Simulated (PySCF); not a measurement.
A GIAO shielding run with PySCF (density fitting, scalar relativity only through the core potential, gas phase) on `[N]#[W]([Cl])([Cl])[Cl]`, Cl$_{3}$NW:

```
{"job": {"kind": "nmr", "xc": "KT2", "basis": {"default": "pcSseg-1", "W": "def2-TZVP"}, "pop": false}, "charge": 0, "multiplicity": 1}
W      0.002419    -0.000563     0.005881
N      0.185703    -0.018491     1.647451
Cl     2.118884     0.015259    -0.795371
Cl    -1.156704     1.897096    -0.408647
Cl    -1.150302    -1.893291    -0.449315
```

Hardware: 1 thread of an Arm Neoverse N1, shared host.

Q: How large is the calculation?

A: 72 electrons, 129 basis functions and 758 auxiliary functions.

Q: How long does it take?

A: 21 s of wall time, with 15 SCF cycles. Times on a shared host scatter by some tens of per cent.

Q: And these other runs on the same molecule and hardware: GIAO shielding at PBE0/pcSseg-1 (def2-TZVP on W)?

A: PBE0/pcSseg-1 (def2-TZVP on W): 129 functions, 16 s.
